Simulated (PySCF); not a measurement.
# 2-thiophenecarbonitrile (N#Cc1cccs1, C₅H₃NS)

Geometry:
```csv
atom,x (Å),y (Å),z (Å)
N1,3.250,-0.544,0.459
C2,2.134,-0.281,0.280
C3,0.773,0.043,0.063
C4,-0.211,-0.760,-0.480
C5,-1.464,-0.104,-0.547
C6,-1.411,1.177,-0.056
S7,0.152,1.602,0.489
H8,-0.021,-1.780,-0.813
H9,-2.373,-0.560,-0.941
H10,-2.223,1.901,0.012
```

Level of theory: quadratic response CAM-B3LYP/def2-TZVPD first hyperpolarisability, Taylor convention, gas phase (PySCF 2.14.0). Geometry: PBE0-D3(BJ)/def2-SVP.

(1) Give the tensor of the static β(0;0,0) in the axes of these coordinates.

## Answers

(1) In au, Taylor convention; rows are the first index (the induced dipole):
|  | xx | yy | zz | xy | xz | yz |
| --- | --- | --- | --- | --- | --- | --- |
| x | -83.0 | -2.0 | +24.4 | +37.4 | -20.0 | +4.8 |
| y | +37.4 | -44.3 | -22.4 | -2.0 | +4.8 | +1.9 |
| z | -20.0 | +1.9 | -7.8 | +4.8 | +24.4 | -22.4 |

Norm of βᵢ = ⅓ Σⱼ (βᵢⱼⱼ + βⱼᵢⱼ + βⱼⱼᵢ): 72.2 au, hyper-Rayleigh value 45.7 au.
